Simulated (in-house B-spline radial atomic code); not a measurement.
A calculation on Sr6+: its settings, and results tabulated from the run. Level of theory: non-relativistic Hartree-Fock, average of configuration, point nucleus; calculated with an all-electron radial atomic-structure program (B-spline basis).

Command:
```bash
python run_scf.py task.json out
```
Settings:
```
Z                38
configuration    [Ar] 3d10 4s2 4p2
hamiltonian      nr
method           hf
spin_polarised   False
```

Output (hartree, bohr):
```
 radial grid: 48 intervals, B-splines of order 8, outer radius 15.5224 bohr

 iter        energy (Eh)    residual
    1       -3113.631360    6.16e-01
    2       -3119.851378    3.97e-01
    3       -3121.484031    1.11e-01
    4       -3121.607400    3.02e-02
    5       -3121.614850    1.30e-02
    6       -3121.616953    3.19e-04
    7       -3121.616954    1.17e-04
    8       -3121.616954    5.12e-06
    9       -3121.616954    2.01e-07

 total energy                     -3121.61695
 kinetic                            3121.6170
 electron-nucleus                  -7346.3258
 electron-electron                  1103.0919

 orbital      occ     eigenvalue          <r>       <r^2>       <1/r>     <1/r^2>       r_max
 1s         2.000      -586.9294    0.0401728  0.00216075     37.4948     2823.83     0.02656
 2s         2.000       -83.5699     0.176491   0.0366579     8.40664     287.866      0.1489
 2p         6.000       -76.1790     0.152245   0.0282883     8.35943     95.0198      0.1179
 3s         2.000       -16.5806     0.498534    0.284487     2.85169     49.6987      0.4441
 3p         6.000       -13.7950     0.499779    0.290667      2.7392      16.095      0.4347
 3d        10.000        -8.8039     0.490849    0.291016     2.52497     8.16289      0.3771
 4s         2.000        -4.4689      1.28202     1.84241     1.03453     8.03894       1.167
 4p         2.000        -3.7725      1.37882     2.14104    0.953798       2.598       1.247

 Slater integrals (Eh)
   F0(4s,4s)                     0.700905
   F0(4s,4p)                     0.674657
   G1(4s,4p)                     0.466437
   F0(4p,4p)                     0.651726
   F2(4p,4p)                     0.351047
```

